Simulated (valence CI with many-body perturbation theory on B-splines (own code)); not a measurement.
Ti¹⁷⁺: calculated level list

Level of theory: valence CI with perturbative core correlation (CI+MBPT): three valence electrons over a frozen Dirac-Fock core [He], a basis of 11 s, 11 p, 10 d, 8 f, 5 g, 2 h functions for each j, with the one-electron correlation potential Σ1 (screened to all orders), the two-electron term Σ2, the three-electron term Σ3, Breit, model QED; selected single and double excitations, second order for the rest, scaled by the run's own slope (own B-spline code, finite nucleus).

No measured levels were compared; by estimate levels of excited configurations hold to 0.05 to 0.15 % of their energy, terms of the ground configuration to about 0.5 %.

Levels 136 to 180 of 200, with energies above the lowest level, (2s^2 2p1/2) J=1/2. "Leading %" is the weight of the configuration and term that name the level; weights of strongly mixed levels are sums over their largest components and can fall short. In the jj column 3d3/2^4 stands for four electrons in 3d with j = 3/2. Lifetimes count E1, E2, E3, M1 and M2 decay at the calculated energies, and are blank where another channel may lead or the interval is too uncertain; long ones can be off by a factor of two.

| No. | Configuration | Term | J | E (eV) | Leading % | Leading jj | g | Lifetime |
| --- | --- | --- | --- | --- | --- | --- | --- | --- |
| 136 | 2s2p4p | ⁴D | 1/2 | 969.07 | 77 | 2s 2p1/2 4p1/2 (97 %) | 0.212 | 1.38 ps |
| 137 | 2s2p4s | ⁴P° | 5/2 | 969.23 | 99 | 2s 2p3/2 4s (99 %) | 1.599 | 1.21 ps |
| 138 | 2s2p4p | ⁴D | 3/2 | 970.42 | 82 | 2s 2p1/2 4p3/2 (59 %) | 1.269 | 2.41 ps |
| 139 | 2s2p4p | ²P | 3/2 | 971.41 | 36 | 2s 2p1/2 4p3/2 (43 %) | 1.511 | 845 fs |
| 140 | 2s2p4s | ²P° | 3/2 | 971.55 | 91 | 2s 2p3/2 4s (98 %) | 1.364 | 1.18 ps |
| 141 | 2s2p4p | ⁴D | 5/2 | 972.33 | 78 | 2s 2p1/2 4p3/2 (71 %) | 1.395 | 2.29 ps |
| 142 | 2s2p4p | ²P | 1/2 | 972.43 | 62 | 2s 2p1/2 4p3/2 (71 %) | 1.087 | 631 fs |
| 143 | 2s2p4p | ⁴P | 1/2 | 972.95 | 68 | 2s 2p1/2 4p1/2 (72 %) | 2.136 | 1.34 ps |
| 144 | 2s2p4p | ²D | 3/2 | 973.75 | 55 | 2s 2p1/2 4p3/2 (70 %) | 1.231 | 620 fs |
| 145 | 2s2p4d | ⁴F° | 3/2 | 975.56 | 82 | 2s 2p1/2 4d3/2 (94 %) | 0.511 | 775 fs |
| 146 | 2s2p4d | ⁴F° | 5/2 | 976.41 | 66 | 2s 2p1/2 4d5/2 (68 %) | 1.143 | 472 fs |
| 147 | 2s2p4p | ⁴D | 7/2 | 976.86 | 100 | 2s 2p3/2 4p3/2 (100 %) | 1.428 | 2.68 ps |
| 148 | 2s2p4p | ⁴P | 3/2 | 977.22 | 36 | 2s 2p3/2 4p1/2 (86 %) | 1.435 | 865 fs |
| 149 | 2s2p4p | ⁴P | 5/2 | 977.58 | 65 | 2s 2p3/2 4p1/2 (74 %) | 1.497 | 1.68 ps |
| 150 | 2s2p4p | ⁴S | 3/2 | 977.85 | 43 | 2s 2p3/2 4p3/2 (85 %) | 1.612 | 950 fs |
| 151 | 2s2p4d | ⁴P° | 5/2 | 978.04 | 41 | 2s 2p1/2 4d5/2 (46 %) | 1.340 | 377 fs |
| 152 | 2s2p4d | ⁴F° | 7/2 | 978.09 | 69 | 2s 2p1/2 4d5/2 (70 %) | 1.280 | 462 fs |
| 153 | 2s2p4d | ⁴D° | 3/2 | 978.62 | 55 | 2s 2p1/2 4d3/2 (40 %) | 1.278 | 242 fs |
| 154 | 2s2p4d | ⁴D° | 1/2 | 978.86 | 85 | 2s 2p1/2 4d3/2 (73 %) | 0.249 | 201 fs |
| 155 | 2s2p4p | ²D | 5/2 | 979.41 | 79 | 2s 2p3/2 4p3/2 (77 %) | 1.269 | 551 fs |
| 156 | 2s2p4d | ²D° | 3/2 | 979.84 | 60 | 2s 2p1/2 4d3/2 (35 %) | 0.909 | 361 fs |
| 157 | 2s2p4f | ⁴G | 5/2 | 980.00 | 48 | 2s 2p1/2 4f5/2 (97 %) | 0.818 | 649 fs |
| 158 | 2s2p4f | ⁴F | 7/2 | 980.13 | 33 | 2s 2p1/2 4f7/2 (98 %) | 1.153 | 662 fs |
| 159 | 2s2p4d | ²F° | 5/2 | 980.57 | 51 | 2s 2p1/2 4d5/2 (55 %) | 1.085 | 273 fs |
| 160 | 2s2p4p | ²S | 1/2 | 980.63 | 81 | 2s 2p3/2 4p3/2 (91 %) | 1.885 | 512 fs |
| 161 | 2s2p4f | ⁴F | 3/2 | 981.80 | 77 | 2s 2p1/2 4f5/2 (74 %) | 0.539 | 653 fs |
| 162 | 2s2p4f | ⁴F | 9/2 | 981.94 | 45 | 2s 2p1/2 4f7/2 (75 %) | 1.235 | 660 fs |
| 163 | 2s2p4f | ⁴F | 5/2 | 981.96 | 36 | 2s 2p1/2 4f7/2 (57 %) | 1.034 | 652 fs |
| 164 | 2s2p4f | ⁴G | 7/2 | 981.96 | 40 | 2s 2p1/2 4f5/2 (74 %) | 1.061 | 656 fs |
| 165 | 2s2p4d | ⁴F° | 9/2 | 982.41 | 100 | 2s 2p3/2 4d5/2 (100 %) | 1.332 | 1.30 ps |
| 166 | 2s2p4f | ²D | 5/2 | 982.54 | 40 | 2s 2p1/2 4f5/2 (58 %) | 0.906 | 661 fs |
| 167 | 2s2p4f | ²G | 7/2 | 982.59 | 43 | 2s 2p1/2 4f7/2 (75 %) | 1.131 | 677 fs |
| 168 | 2s2p4d | ⁴D° | 7/2 | 983.30 | 70 | 2s 2p3/2 4d5/2 (58 %) | 1.370 | 253 fs |
| 169 | 2s2p4d | ⁴D° | 5/2 | 983.70 | 56 | 2s 2p3/2 4d3/2 (82 %) | 1.368 | 244 fs |
| 170 | 2s2p4d | ⁴P° | 3/2 | 984.01 | 65 | 2s 2p3/2 4d3/2 (88 %) | 1.537 | 262 fs |
| 171 | 2s2p4d | ⁴P° | 1/2 | 984.16 | 91 | 2s 2p3/2 4d3/2 (96 %) | 2.433 | 297 fs |
| 172 | 2s2p4d | ²D° | 5/2 | 984.84 | 44 | 2s 2p3/2 4d5/2 (81 %) | 1.115 | 297 fs |
| 173 | 2s2p4d | ²P° | 3/2 | 986.03 | 69 | 2s 2p3/2 4d5/2 (82 %) | 1.227 | 303 fs |
| 174 | 2s2p4d | ²F° | 7/2 | 986.71 | 94 | 2s 2p3/2 4d3/2 (54 %) | 1.155 | 213 fs |
| 175 | 2s2p4f | ⁴F | 9/2 | 987.02 | 52 | 2s 2p3/2 4f7/2 (76 %) | 1.254 | 652 fs |
| 176 | 2s2p4f | ⁴F | 7/2 | 987.05 | 43 | 2s 2p3/2 4f5/2 (93 %) | 1.158 | 654 fs |
| 177 | 2s2p4f | ⁴F | 5/2 | 987.30 | 38 | 2s 2p3/2 4f5/2 (99 %) | 1.111 | 653 fs |
| 178 | 2s2p4d | ²P° | 1/2 | 987.32 | 93 | 2s 2p3/2 4d5/2 (94 %) | 0.654 | 271 fs |
| 179 | 2s2p4f | ²F | 7/2 | 987.40 | 44 | 2s 2p3/2 4f7/2 (93 %) | 1.173 | 663 fs |
| 180 | 2s2p4f | ⁴G | 11/2 | 987.40 | 100 | 2s 2p3/2 4f7/2 (100 %) | 1.272 | 652 fs |

Where two levels of one J and parity lie close, their mixing, g and order are uncertain.
